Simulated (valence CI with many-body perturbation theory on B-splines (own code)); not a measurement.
# Ce²⁶⁺: one-electron terms

Method: configuration interaction combined with many-body perturbation theory (CI+MBPT): four valence electrons over a frozen Dirac-Fock core [Ar] 3d10, radial functions for each j: 11 s, 11 p, 10 d, 8 f, 5 g, 2 h, with the one-electron correlation potential Σ1 (screened to all orders), the two-electron term Σ2, the three-electron term Σ3, Breit, model QED; selected single and double excitations, second order for the rest, scaled by the run's own slope (own B-spline code, finite nucleus).

No measured spectrum was set against this ion. As an estimate, large intervals hold to a few tenths of a per cent, small ones and those within an open d or f shell to about a per cent. Among the levels kept, up to 510 cm⁻¹ of a level comes from second order outside the variational space, and about a tenth of that is noise between levels of different J, which matters for small intervals.

These are the spectroscopic orbitals of the CI (the correlating ones are not listed), shaped by the core and the other valence electrons. h is the expectation value of the core's Dirac-Fock operator, without the valence repulsion; Σ1 is computed up to l = 3 at one energy for each symmetry, that of its lowest orbital but kept below the first core excitation, so for empty shells it is not the orbital's own correlation shift; Breit and QED include the response of the core, and the two lowest orbitals of each symmetry also the frequency dependence of Breit exchange, which makes a step in that column.

```
Orbital  h (hartree)  Σ1 (cm⁻¹)  Breit (cm⁻¹)  QED (cm⁻¹)  ⟨r⟩ (bohr)
  4s1/2      -40.509     -12716          4591        3457      0.5757
  5s1/2      -23.793      -4411          1979        1510      0.9884
  6s1/2      -15.669      -2088          1010         781       1.516
  7s1/2      -11.103      -1175           592         459       2.152
  8s1/2      -8.2792       -731           377         293       2.900
  9s1/2      -6.4109       -487           255         199       3.758
  4p1/2      -38.246     -12994          7145       -70.0      0.5799
  5p1/2      -22.714      -4578          3102       -28.4       1.009
  6p1/2       -15.08      -2226          1632       -14.5       1.548
  7p1/2      -10.747      -1269           969        -8.4       2.197
  8p1/2      -8.0477       -797           622        -5.3       2.958
  9p1/2      -6.2521       -535           424        -3.6       3.829
  4p3/2      -37.235     -11851          4431         271      0.5971
  5p3/2      -22.253      -4301          1931         120       1.031
  6p3/2      -14.831      -2118          1077        64.4       1.575
  7p3/2      -10.597      -1216           641        38.5       2.229
  8p3/2      -7.9503       -767           413        24.9       2.995
  9p3/2      -6.1854       -516           281        17.0       3.871
  4d3/2      -33.583     -12583          2865        -193      0.5976
  5d3/2      -20.544      -4644          1299       -84.1       1.057
  6d3/2      -13.897      -2341           708       -45.1       1.623
  7d3/2       -10.03      -1363           429       -27.1       2.300
  8d3/2       -7.581       -868           280       -17.6       3.088
  4d5/2      -33.373     -12194          1694       -75.9      0.6023
  5d5/2      -20.445      -4510           743       -31.4       1.063
  6d5/2      -13.842      -2275           405       -16.4       1.630
  7d5/2      -9.9967      -1325           243        -9.7       2.308
  8d5/2      -7.5589       -844           158        -6.2       3.097
  4f5/2      -29.478     -11805           832       -88.2      0.5753
  5f5/2       -18.73      -3910           388       -44.1       1.063
  6f5/2      -12.919      -1927           211       -25.0       1.655
  7f5/2      -9.4392      -1119           127       -15.5       2.358
  4f7/2      -29.441     -11543           201       -55.4      0.5768
  5f7/2      -18.707      -3816          94.8       -27.1       1.065
  6f7/2      -12.904      -1882          52.6       -15.2       1.658
  7f7/2        -9.43      -1094          32.0        -9.3       2.360
  5g7/2       -17.96                     17.6        -6.6      0.9900
  6g7/2      -12.476                     15.7        -4.7       1.594
  7g7/2      -9.1627                     11.7        -3.3       2.309
  5g9/2      -17.952                    -12.9         0.2      0.9908
  6g9/2      -12.471                    -11.1        -0.8       1.595
  7g9/2      -9.1596                     -8.3        -0.8       2.310
  6h9/2      -12.393                                            1.438
 6h11/2       -12.39                                            1.438
```

Among the shells of the start configuration 4s2 4p2, Σ1 is largest in size for 4p1/2, where it is 0.15 % of h.

Lowest root of each symmetry, sizes in configuration state functions:

```
J  Parity  Roots  Reference  Variational  Second order  Change by selected CI (cm⁻¹)  Change by second order (cm⁻¹)
0    even     12         43        26257         70943                         -4279                             -1
1    even     18         89        31900        285744                         -3731                            -60
2    even     27        129        31994        521593                         -4276                            -93
3    even     19        109        31984        497746                         -4053                           -120
4    even     13         91        31990        521285                         -3060                            -68
5    even      4         52        31936        393347                         -4052                            -69
0     odd     10         44        28870         70995                         -5468                             -1
1     odd     22        118        31962        301250                         -4743                            -54
2     odd     29        151        31971        385416                         -3459                            -96
3     odd     24        143        31968        472849                         -3547                           -182
4     odd     15        109        31976        454304                         -5474                           -190
5     odd      6         67        31987        386456                         -4960                           -132
6     odd      2         32        30042        265851                         -7038                            -61
```
